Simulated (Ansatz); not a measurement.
**A barrier at the coupled-cluster level**

Start structure (ZnH3BrO, closed shell), relaxed at PBE0-D4/def2-TZVP:

```
6
angstrom
Zn 0.3799 -0.2187 0.9257
H 0.2328 0.8373 2.0104
O 0.6061 -1.5275 -0.2739
H -1.3729 2.2603 -1.1609
Br -0.9005 0.9680 -1.5255
H 1.0546 -2.3194 0.0243
```

The step: ZnH₂O ([OH][ZnH]) + HBr → ZnHBrO ([OH][Zn][Br]) + H₂; bonds formed: Zn1–Br5, H2–H4; bonds broken: Zn1–H2, H4–Br5. Program: Ansatz 0.2.0. Basis: def2-TZVPP and def2-QZVPP. Cores are frozen in the correlated methods. The 3s and 3p shells of Cu and Zn are frozen; filled d shells are correlated. The def2 sets are not built for correlating such inner shells, so the correlated values are less sure here. Extrapolation: Hartree–Fock as exp(−7.88 √X), correlation as X^−2.97. Energies below are by CCSD(T) at an estimated basis limit (MP2 extrapolated from triple and quadruple zeta, plus CCSD(T) − MP2 in triple zeta).

**Question.** What are the electronic barrier and the energy of the step, from the start structure to the end structure? (Judge from chemistry; the value comes from the calculation.)

**Answer.** By the calculation: Barrier 0.558 eV; step energy -1.163 eV (downhill); reverse barrier, their difference, 1.721 eV. Barrier and step energy count from the start structure, the reverse barrier from the end structure.

The saddle point: One imaginary mode of 778i cm⁻¹.
```json
{"pair": "Zn1–Br5", "start (Å)": "3.01", "saddle (Å)": "2.66", "end (Å)": "2.22"}
{"pair": "H2–H4", "start (Å)": "3.83", "saddle (Å)": "1.15", "end (Å)": "0.75"}
{"pair": "Zn1–H2", "start (Å)": "1.52", "saddle (Å)": "1.64", "end (Å)": "3.07"}
{"pair": "H4–Br5", "start (Å)": "1.42", "saddle (Å)": "1.66", "end (Å)": "3.42"}
```

Zero-point energy (harmonic, PBE0-D4): ZPE is 0.724 eV at the start and 0.686 eV at the saddle, so the barrier goes from 0.558 to 0.520 eV.

The T1 diagnostic stays at or below 0.015. The end structure is not quite a true minimum (one mode of 47i cm⁻¹).

Labels in which every atom is bracketed show which atoms are joined, not bond orders.

For scale, one of the runs: CCSD(T)/def2-TZVPP, 185 basis functions, launched by `ansatz run in.yaml --threads 4 --pin off --events-out ev --progress --plain --max-ram 9574MiB`. Hardware: 4 CPU threads of an Intel Xeon, shared host. Wall time 82 s; peak host memory 2 GiB.
